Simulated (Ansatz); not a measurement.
Diatomic BeS, closed-shell singlet (the spin of the measured ground state).

D_e counts from the fitted minimum to each atom's lowest state at the same level, without counterpoise. The singlet is restricted.

Correlated levels freeze the inner cores; with def2 sets outer-core shells near the valence are correlated too.

Programs: Ansatz (Gaussian orbitals). Each number belongs to the level named beside it.

| level | bond energy D_e (eV) |
|---|---|
| SVWN5/def2-TZVPP | 4.370 |
| r2SCAN/def2-TZVPP | 3.644 |
| PBE0/def2-TZVPP | 3.422 |
| BHLYP/def2-TZVPP | 3.005 |
| CAM-B3LYP/def2-TZVPP | 3.230 |
| wB97M-V/def2-TZVPP | 3.369 |
| CCSD/def2-QZVPP | ___ |
| CCSD(T)/def2-TZVPP | ___ |
| CCSD(T)/def2-QZVPP | 3.188 |

Fill in the missing entries.


- CCSD/def2-QZVPP, bond energy D_e (eV): 2.914
- CCSD(T)/def2-TZVPP, bond energy D_e (eV): 2.828

Ansatz is an electronic-structure program.
